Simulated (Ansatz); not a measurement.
```yaml
atoms:
  - { symbol: Si, position_ang: [0.0000, 0.0000, 0.0000] }
  - { symbol: F, position_ang: [0.8426, 0.8426, 0.8426] }
  - { symbol: F, position_ang: [0.8426, -0.8426, -0.8426] }
  - { symbol: F, position_ang: [-0.8426, 0.8426, -0.8426] }
  - { symbol: F, position_ang: [-0.8426, -0.8426, 0.8426] }
```

Basis set: cc-pVDZ (spherical functions). Frozen core: 9 orbitals. Charge 0, multiplicity 1.

Computed with Ansatz (development build ahead of 0.2.0); each method stands on the lowest determinant of its kind that the runs found. Restricted open shells among the atoms or ions are ROHF, correlated in semicanonical orbitals with singles.

Give the atomization energy at this shape (free ground-state atoms in the same class of orbitals less the molecule, no zero-point energy) of singlet SiF₄ by RHF-MP2, RHF.

| method | atomization energy |
| --- | --- |
| RHF-MP2 | 454.24 kcal/mol |
| RHF | 332.69 kcal/mol |

Caution: no unrestricted run beside it, a lower state can exist; the shape is not the minimum.
